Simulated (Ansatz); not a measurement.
`CC#[N+][Ga-]([F])([F])[F]`. Charge 0, multiplicity 1.

```xyz
10

C     2.168   -0.209    0.521
C     0.773   -0.074    0.189
N    -0.332    0.034   -0.074
Ga   -2.315    0.223   -0.557
F    -3.019   -0.942    0.543
F    -2.267   -0.217   -2.251
F    -2.568    1.915   -0.186
H     2.464    0.603    1.186
H     2.332   -1.166    1.020
H     2.764   -0.168   -0.392
```

Problem. What are the harmonic wavenumbers in cm⁻¹ at PBE0-D4/def2-TZVP (Ansatz, finite differences of forces, unscaled)? (Estimate.)

Solution. Ansatz gave: 22, 45, 45, 160, 160, 205, 209, 209, 268, 418, 419, 641, 704, 704, 985, 1049, 1049, 1397, 1450, 1450, 2457, 3072, 3159, 3159.

Problem. Is this a minimum?

Solution. Yes, all 24 modes are real.

Problem. Give the ideal-gas thermochemistry at 298.15 K and 1 bar (rigid rotor, harmonic oscillator; point group C3, symmetry number 3).

Solution. Zero-point energy 140.2 kJ/mol; H(298) − E = 168.5 kJ/mol; entropy 421.4 J/(mol·K), of which translation 172.7, rotation 112.8, vibration 135.8; G(298) − E = 42.9 kJ/mol. Modes under 100 cm⁻¹ are hindered rotations or soft bends, so the harmonic entropy is rough.
